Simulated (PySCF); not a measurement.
# Löwdin shares of the frontier orbitals

Species: Al(AsH3)H3.
Structure used (PBE0-D3(BJ)/def2-SVP), in Å, numbered top down from 1:
```xyz
8
AlAsH6 angstrom
Al    -0.0056    0.0120   -1.5273
As     0.0023   -0.0031    1.0986
H      0.7711    1.0518    1.8581
H      0.5478   -1.2091    1.8257
H     -1.2988    0.1151    1.8562
H      1.5848   -0.0255   -1.7036
H     -0.7702    1.4064   -1.7047
H     -0.8315   -1.3476   -1.7032
```

Theory: TDDFT wB97X-D/def2-SVPD, vertical, gas phase, core orbitals frozen in the response in PySCF 2.14.0, density-fitted response routines. Relativistic effects, spin–orbit coupling among them, are left out although an element past zinc is present.

Kohn–Sham orbitals with the atoms that hold most of them (Löwdin shares over 4%, at most four atoms; ? is withheld):

| orbital | ε (eV) | atoms |
| --- | --- | --- |
| HOMO-3 | -13.59 | As2 48%, H3 26%, H4 20% |
| HOMO-2 | -10.55 | As2 42%, Al1 21%, H7 7%, H8 7% |
| HOMO-1 | -9.77 | Al1 38%, H6 31%, H7 24% |
| HOMO | -9.77 | Al1 38%, H8 36%, H7 14%, H6 7% |
| LUMO | 1.11 | ? |
| LUMO+1 | 1.48 | As2 50%, H4 18%, H3 10%, Al1 9% |
| LUMO+2 | 1.48 | As2 50%, H5 16%, H3 13%, Al1 9% |

Problem. Which atoms hold the LUMO, and with what shares?

Solution. As2 (bonded to Al and 3 H) 32%; Al1 (bonded to As and 3 H) 22%; H3 (bonded to As) 11%; H5 (bonded to As) 11%. By element: arsenic 32%, aluminium 22%, hydrogen 22% or more.

Within 0.005 eV of a neighbour in this list lie HOMO-1/HOMO and LUMO+1/LUMO+2.

Problem. The HOMO–LUMO gap is 10.88 eV. Where does the response calculation put the lowest singlet, and from which orbitals?

Solution. S1 is at 6.61 eV (f = 0.0002), 4.27 eV below the gap, made of HOMO-1/HOMO→LUMO (≥68%), HOMO-1/HOMO→LUMO+3 (≥8%). S1/S2 lie within about 0.01 eV of each other. 

Next come S2 at 6.61 eV (f 0.0002), HOMO-1/HOMO→LUMO (≥68%), HOMO-1/HOMO→LUMO+3 (≥9%), HOMO-1/HOMO→LUMO+4 (≥8%); S3 at 7.15 eV (f 0.0001), HOMO-1/HOMO→LUMO+1/LUMO+2 (≥79%); S4 at 7.20 eV (f 0.0015), HOMO-1/HOMO→LUMO+1/LUMO+2 (≥80%); S5 at 7.21 eV (f 0.0027), HOMO-1/HOMO→LUMO+1/LUMO+2 (≥81%).

Orbitals of the list HOMO-3 to LUMO+2 that lie within 0.01 eV of each other are written together with a slash and their weights summed (≥ marks a lower bound); for degenerate orbitals outside that list single weights are arbitrary.

Löwdin shares depend on the basis, the more so with diffuse functions.
